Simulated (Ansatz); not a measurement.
```yaml
crystal:
  periodic: [false, false, false]
  atoms:
    - {symbol: O, position_ang: [0.314704, 1.517166, -0.221056]}
    - {symbol: Si, position_ang: [0.238422, 0.114436, 0.304746]}
    - {symbol: S, position_ang: [0.449904, -1.126086, -1.196743]}
    - {symbol: I, position_ang: [-1.713357, -0.312420, 1.344478]}
    - {symbol: H, position_ang: [-0.255470, 1.752555, -0.852907]}
    - {symbol: H, position_ang: [1.218239, 0.021898, 1.236839]}
    - {symbol: H, position_ang: [-0.196140, -2.030202, -0.657401]}
basis:
  gaussian: {orbitals: def2-SVPD}
total_charge: -1
magnetization: {spin_polarized: true, initial_magnetization: 1}
hamiltonian: {xc: {name: wB97X-V}, pseudopotentials: {relativity: scalar}}
```

```sh
$ ansatz run in.yaml --threads 4 --pin off --events-out ev --progress --plain --max-ram 10444MiB
```

Shortened log:

```
Functional definition: wB97X-V
  name "wB97X-V"
  cite "Mardirossian & Head-Gordon, Phys. Chem. Chem. Phys. 16, 9904 (2014) doi:10.1039/C3CP54374A"
  cite "Becke, J. Chem. Phys. 107, 8554 (1997) doi:10.1063/1.475007"
  cite "Vydrov & Van Voorhis, J. Chem. Phys. 133, 244103 (2010) doi:10.1063/1.3521275"
  parameter omega = 0.3/bohr
  parameter cx = 0.167
  parameter cx1 = 0.603
  parameter cx2 = 1.194
  parameter css0 = 0.556
  parameter css1 = -0.257
  parameter cos0 = 1.219
  parameter cos1 = -1.850
  parameter b = 6.0
  parameter c = 0.01
  exchange = spin_sum(e_x_unif_sr(omega)*poly(b97_u_x, 1 - cx, cx1, cx2)) + cx*exact_x_sr(omega) + exact_x_lr(omega)
  correlation = spin_sum(e_c_pw_same_spin*poly(b97_u_same, css0, css1))
      + integral(e_c_pw_opposite_spin*poly(b97_u_opposite, cos0, cos1)) + vv10(b, c)
1378 factors; integrals over basis functions are off by at most 7.8e-4 eV
498 factors; integrals over basis functions are off by at most 3.0e-5 eV
mean field evaluation 1: about -28937.7860 eV, gradient 2.4e1 eV
mean field evaluation 2: about -28938.9353 eV, gradient 2.2e1 eV
mean field evaluation 4: about -28940.8917 eV, gradient 1.1e0 eV
mean field evaluation 8: about -28941.0067 eV, gradient 1.1e-1 eV
mean field evaluation 16: about -28941.0115 eV, gradient 1.5e-2 eV
mean field evaluation 32: about -28941.0116 eV, gradient 2.6e-4 eV
a density is far from that of the atoms, so the factors are made again for it
1402 factors; integrals over basis functions are off by at most 1.0e-3 eV
500 factors; integrals over basis functions are off by at most 2.1e-5 eV
mean field -28941.01157496 eV, -1063.5625584574 hartree, gradient 2.5e-5 eV, S^2 0.750515; 0 other end points of the search recorded, 0 dependent functions left out
reference -28941.01157774 eV, -1063.5625585598 hartree; 34, 33 occupied and 99, 100 virtual orbitals, 1402 factors
Total energy: -28941.01157774 eV, -1063.5625585598 hartree
Relativity: scalar
```

It took 24 s on 4 threads of an Intel Xeon Platinum 8488C on a shared host, with 0.83 GiB of host memory at the peak.
